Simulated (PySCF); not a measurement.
SnBr, SMILES [Br][Sn] (connectivity only; charge and spin as stated), neutral, multiplicity 2. Atoms are numbered in the order given.

```xyz
2

Sn     0.0000     0.0000    -1.0368
Br     0.0000     0.0000     1.4812
```
Charge 0, spin multiplicity 2.

The structure is a stationary point at PBE0-D3(BJ)/def2-TZVP. The multiplicity is an assumed one; other spin states were not compared. The def2 effective core potentials stand for the cores of Sn; spin–orbit coupling is left out.

Calculation: PBE0-D3(BJ)/def2-TZVP run with PySCF 2.14.0.

Frequencies are harmonic and unscaled.

```tsv
mode	ν (cm⁻¹)	IR (km/mol)	moving atoms (share of kinetic energy)
1	243	33.9	Br 60 %, Sn 40 %
```
